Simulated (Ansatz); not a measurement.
Start from `CCB(O)O[SiH3]` and change one atom or group to get `OB(F)O[SiH3]`.

Ansatz, PBE0-D4/def2-TZVP geometries, multiplicity 1. Each molecule was computed in one conformer, which needn't be the lowest.

| property | `CCB(O)O[SiH3]` |
| --- | --- |
| size of the dipole moment (PBE/def2-TZVPP) / D | 0.83 |
| HOMO–LUMO gap (B3LYP/def2-TZVPP) / eV | 8.26 |
| LUMO energy (PBE/def2-TZVPP) / eV | -0.65 |
| size of the dipole moment (ωB97M-V/def2-TZVPP) / D | 0.88 |
| HOMO energy (ωB97M-V/def2-TZVPP) / eV | -10.83 |
| HOMO energy (PBE/def2-TZVPP) / eV | -7.07 |

(1) Give the same properties after the change, and the shifts. (An estimate is asked.)

Answers

(1) The calculation gave: 
```json
{"property": "size of the dipole moment (PBE/def2-TZVPP) / D", "`OB(F)O[SiH3]`": "1.25", "shift": "0.42"}
{"property": "HOMO–LUMO gap (B3LYP/def2-TZVPP) / eV", "`OB(F)O[SiH3]`": "8.77", "shift": "0.51"}
{"property": "LUMO energy (PBE/def2-TZVPP) / eV", "`OB(F)O[SiH3]`": "-0.84", "shift": "-0.19"}
{"property": "size of the dipole moment (ωB97M-V/def2-TZVPP) / D", "`OB(F)O[SiH3]`": "1.28", "shift": "0.40"}
{"property": "HOMO energy (ωB97M-V/def2-TZVPP) / eV", "`OB(F)O[SiH3]`": "-11.54", "shift": "-0.71"}
{"property": "HOMO energy (PBE/def2-TZVPP) / eV", "`OB(F)O[SiH3]`": "-7.77", "shift": "-0.70"}
```

With PBE0 the HOMO falls by 0.73 eV and the LUMO falls by 0.17 eV, so the gap widens by about 0.56 eV. PBE moves the HOMO by -0.70 eV and ωB97M-V by -0.71 eV. Dipoles are sizes alone; their direction can turn.

B3LYP here is the variant with VWN-RPA as its local correlation; programs differ in this.
